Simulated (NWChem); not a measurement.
# CH3NOSi; SMILES N#CO[SiH3]

```xyz
7

N      0.4439     2.3088     0.0000
C     -0.0851     1.2694     0.0000
O     -0.7091     0.1376     0.0000
Si     0.0974    -1.3785     0.0000
H      0.9278    -1.4761    -1.2211
H     -1.0090    -2.3548     0.0000
H      0.9278    -1.4761     1.2211
```
Atoms are numbered in this order, from 1.

Results from NWChem. Pople sets run with spherical d functions. Structure relaxed at the B3LYP/6-31G* (spherical d) level. Atomic charges in e: unrestrained fits to the electrostatic potential beside Mulliken populations; buried atoms are poorly determined by the fit.

For level Hartree-Fock/6-31G*:

- Mulliken N1: -0.40
- Mulliken C2: 0.59
- Mulliken O3: -0.75
- ESP Si4: 0.75
- Mulliken Si4: 0.92

Q: Estimate the same quantities for level B3LYP/def2-SVP.

A: 
| Property | Value |
|---|---|
| Mulliken N1 | -0.02 |
| Mulliken C2 | -0.01 |
| Mulliken O3 | -0.38 |
| ESP Si4 | 0.65 |
| Mulliken Si4 | 0.62 |
